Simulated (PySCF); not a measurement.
FHOSi (calculated)

Calculation on a computer-drawn molecule: vertical ionisation energy to the stated ion spin, frozen-core CCSD(T) at the basis limit and cheaper methods, single-reference cases, UHF for radicals, no spin-orbit; all values are single points at the evaluated structure, the first of each entry, which is the reference or a displaced copy of it and isn't optimised; the reference structure only sets the zero of the energies above reference; triples share is (T) over the correlation energy. Program: PySCF 2.14.0.

Common to all runs: charge 0; multiplicity 1; ion multiplicity 2; diffuse functions no; basis cc-pV(n+d)Z; reference is the Hartree-Fock double-zeta minimum; best is HF at quadruple zeta + MP2 correlation extrapolated from triple and quadruple zeta + CCSD(T) minus MP2 at triple zeta; basis step is the size of the change from the same recipe one zeta lower.

(1) FHOSi

Evaluated structure:
```xyz
4
FHOSi
O     -1.8556     0.7267    -1.2987
Si    -1.1600     2.1070    -2.2907
F      0.1852     1.6185    -2.3647
H     -2.7070     0.6994    -1.2008
```

Reference structure:
```xyz
4
FHOSi
O     -1.8064     0.7329    -1.3031
Si    -1.2864     1.9693    -2.2465
F      0.2841     1.5782    -2.3043
H     -2.7273     0.6917    -1.0861
```

The calculation gives: ionisation energy best 10.32 eV; ionisation energy basis step 0.1472 eV; energy above reference best 30.66 kcal/mol; energy above reference basis step 0.8673 kcal/mol; ionisation energy Koopmans at triple zeta 10.24 eV; ionisation energy EOM CCSD at triple zeta 10.16 eV; total energy HF triple zeta -463.9414 hartree; total energy CCSD(T) triple zeta -464.5606 hartree; total energy best -464.6706 hartree; T1 diagnostic at triple zeta 0.01505; D1 diagnostic at triple zeta 0.0447; ion T1 diagnostic at triple zeta 0.02667; ion D1 diagnostic at triple zeta 0.08839; ion spin squared at triple zeta 0.8171; triples share at triple zeta 0.03268; basis functions triple zeta 113; dipole magnitude HF at triple zeta 1.51 debye; dipole magnitude CCSD unrelaxed at triple zeta 1.359 debye; dipole magnitude PBE at triple zeta 1.155 debye; dipole magnitude r2SCAN at triple zeta 1.158 debye; dipole magnitude B3LYP at triple zeta 1.36 debye; dipole magnitude wB97X at triple zeta 1.316 debye.

Drawn bonds:
```tsv
atom	other atom	order
1	2	1
2	3	1
1	4	1
```

Triple zeta:
```tsv
method	ionisation energy (eV)	energy above reference (kcal/mol)
HF	9.203	28.3
PBE	9.849	32.56
r2SCAN	9.84	31.18
B3LYP	10.07	31.27
wB97X	10.11	31.39
MP2	10.16	31.74
CCSD	10.1	31
CCSD(T)	10.11	31.33
```

(2) FHOSi

Evaluated structure:
```xyz
4
FHOSi
O     -1.7578     0.7079    -1.2887
Si    -1.3272     1.9857    -2.3222
F      0.2726     1.6353    -2.2363
H     -2.7577     0.7403    -1.1142
```

Reference structure:
```xyz
4
FHOSi
O     -1.8064     0.7329    -1.3031
Si    -1.2864     1.9693    -2.2465
F      0.2841     1.5782    -2.3043
H     -2.7273     0.6917    -1.0861
```

It finds ionisation energy best 10.63 eV; ionisation energy basis step 0.09867 eV; energy above reference best 3.561 kcal/mol; energy above reference basis step 0.659 kcal/mol; ionisation energy Koopmans at triple zeta 10.6 eV; ionisation energy EOM CCSD at triple zeta 10.51 eV; total energy HF triple zeta -463.9753 hartree; total energy CCSD(T) triple zeta -464.6052 hartree; total energy best -464.7138 hartree; T1 diagnostic at triple zeta 0.01589; D1 diagnostic at triple zeta 0.04692; ion T1 diagnostic at triple zeta 0.02315; ion D1 diagnostic at triple zeta 0.07117; ion spin squared at triple zeta 0.7719; triples share at triple zeta 0.03442; basis functions triple zeta 113; dipole magnitude HF at triple zeta 2.811 debye; dipole magnitude CCSD unrelaxed at triple zeta 2.571 debye; dipole magnitude PBE at triple zeta 2.381 debye; dipole magnitude r2SCAN at triple zeta 2.433 debye; dipole magnitude B3LYP at triple zeta 2.578 debye; dipole magnitude wB97X at triple zeta 2.56 debye.

Drawn bonds:
```tsv
atom	other atom	order
1	2	1
2	3	1
1	4	1
```

Triple zeta:
```tsv
method	ionisation energy (eV)	energy above reference (kcal/mol)
HF	9.652	7.008
PBE	10.15	1.633
r2SCAN	10.16	3.151
B3LYP	10.42	3.238
wB97X	10.46	3.874
MP2	10.28	3.131
CCSD	10.46	3.928
CCSD(T)	10.43	3.346
```

(3) FHOSi

Evaluated structure:
```xyz
4
FHOSi
O     -1.7578     0.7079    -1.2887
Si    -1.3105     2.0353    -2.3623
F      0.2893     1.6849    -2.2764
H     -2.7577     0.7403    -1.1142
```

Reference structure:
```xyz
4
FHOSi
O     -1.8064     0.7329    -1.3031
Si    -1.2864     1.9693    -2.2465
F      0.2841     1.5782    -2.3043
H     -2.7273     0.6917    -1.0861
```

It finds ionisation energy best 10.71 eV; ionisation energy basis step 0.1297 eV; energy above reference best 6.352 kcal/mol; energy above reference basis step 0.9053 kcal/mol; ionisation energy Koopmans at triple zeta 10.71 eV; ionisation energy EOM CCSD at triple zeta 10.58 eV; total energy HF triple zeta -463.9689 hartree; total energy CCSD(T) triple zeta -464.6007 hartree; total energy best -464.7093 hartree; T1 diagnostic at triple zeta 0.01662; D1 diagnostic at triple zeta 0.05061; ion T1 diagnostic at triple zeta 0.02636; ion D1 diagnostic at triple zeta 0.08336; ion spin squared at triple zeta 0.7975; triples share at triple zeta 0.03495; basis functions triple zeta 113; dipole magnitude HF at triple zeta 2.811 debye; dipole magnitude CCSD unrelaxed at triple zeta 2.544 debye; dipole magnitude PBE at triple zeta 2.333 debye; dipole magnitude r2SCAN at triple zeta 2.384 debye; dipole magnitude B3LYP at triple zeta 2.553 debye; dipole magnitude wB97X at triple zeta 2.535 debye.

Drawn bonds:
```tsv
atom	other atom	order
1	2	1
2	3	1
1	4	1
```

Triple zeta:
```tsv
method	ionisation energy (eV)	energy above reference (kcal/mol)
HF	9.713	11.05
PBE	10.21	3.574
r2SCAN	10.22	5.848
B3LYP	10.47	5.771
wB97X	10.52	6.834
MP2	10.46	5.867
CCSD	10.52	6.993
CCSD(T)	10.5	6.16
```

(4) FHOSi

Evaluated structure:
```xyz
4
FHOSi
O     -1.8867     0.7029    -1.2658
Si    -1.2856     1.9423    -2.3769
F      0.1747     1.5722    -2.2153
H     -2.7058     0.6905    -1.0681
```

Reference structure:
```xyz
4
FHOSi
O     -1.8064     0.7329    -1.3031
Si    -1.2864     1.9693    -2.2465
F      0.2841     1.5782    -2.3043
H     -2.7273     0.6917    -1.0861
```

It finds ionisation energy best 10.47 eV; ionisation energy basis step 0.1163 eV; energy above reference best 18.31 kcal/mol; energy above reference basis step 0.6217 kcal/mol; ionisation energy Koopmans at triple zeta 10.38 eV; ionisation energy EOM CCSD at triple zeta 10.34 eV; total energy HF triple zeta -463.9604 hartree; total energy CCSD(T) triple zeta -464.5805 hartree; total energy best -464.6903 hartree; T1 diagnostic at triple zeta 0.01493; D1 diagnostic at triple zeta 0.0437; ion T1 diagnostic at triple zeta 0.02254; ion D1 diagnostic at triple zeta 0.07114; ion spin squared at triple zeta 0.7856; triples share at triple zeta 0.03272; basis functions triple zeta 113; dipole magnitude HF at triple zeta 1.813 debye; dipole magnitude CCSD unrelaxed at triple zeta 1.675 debye; dipole magnitude PBE at triple zeta 1.519 debye; dipole magnitude r2SCAN at triple zeta 1.532 debye; dipole magnitude B3LYP at triple zeta 1.687 debye; dipole magnitude wB97X at triple zeta 1.639 debye.

Drawn bonds:
```tsv
atom	other atom	order
1	2	1
2	3	1
1	4	1
```

Triple zeta:
```tsv
method	ionisation energy (eV)	energy above reference (kcal/mol)
HF	9.429	16.34
PBE	9.999	19.95
r2SCAN	9.996	18.85
B3LYP	10.25	18.9
wB97X	10.29	18.92
MP2	10.18	19.14
CCSD	10.29	18.56
CCSD(T)	10.27	18.85
```
